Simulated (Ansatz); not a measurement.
A ladder of methods for SiCNCl2F (SMILES N#C[Si](F)(Cl)Cl)

SiCNCl2F has 6 atoms, charge 0, and is taken as a singlet. SMILES: `N#C[Si](F)(Cl)Cl`. The shape was relaxed beforehand at PBE0/def2-SVP.

```xyz
6

N     1.7629   -1.3714    1.1213
C     0.9304   -0.7651    0.5901
Si   -0.3785    0.2138   -0.2479
F    -1.4892   -0.8161   -0.7673
Cl    0.4273    1.1875   -1.8256
Cl   -1.2109    1.4873    1.0831
```

Each level gives the dissociation energy of the Cl6–Si3 bond into doublet Cl and doublet SiCNClF (shapes relaxed at PBE0/def2-SVP, no zero-point term) (eV). The values are calculated.

```json
{"level": "HF/def2-SVP", "kind": "Hartree–Fock", "program": "Ansatz", "value (eV)": "3.71", "less CCSD(T)/def2-SVP": "-0.92"}
{"level": "PBE/def2-SVP", "kind": "GGA", "program": "Ansatz", "value (eV)": "4.80", "less CCSD(T)/def2-SVP": "+0.17"}
{"level": "r2SCAN/def2-SVP", "kind": "meta-GGA", "program": "Ansatz", "value (eV)": "4.81", "less CCSD(T)/def2-SVP": "+0.18"}
{"level": "B3LYP/def2-SVP", "kind": "global hybrid", "program": "Ansatz", "value (eV)": "4.62", "less CCSD(T)/def2-SVP": "-0.01"}
{"level": "wB97M-V/def2-SVP", "kind": "range-separated hybrid", "program": "Ansatz", "value (eV)": "5.08", "less CCSD(T)/def2-SVP": "+0.45"}
{"level": "MP2/def2-SVP", "kind": "perturbation theory", "program": "Ansatz", "value (eV)": "4.87", "less CCSD(T)/def2-SVP": "+0.24"}
{"level": "CCSD(T)/def2-SVP", "kind": "coupled cluster or CI", "program": "Ansatz", "value (eV)": "4.63", "less CCSD(T)/def2-SVP": "0.00"}
```

CCSD(T)/def2-SVP is the highest level here, not the true value. The values span 3.71 to 5.08 eV. Hartree–Fock misses the correlation of the electron pair that is broken and comes out low. Measured bond enthalpies also hold zero-point and thermal terms, a few tenths of an eV less.
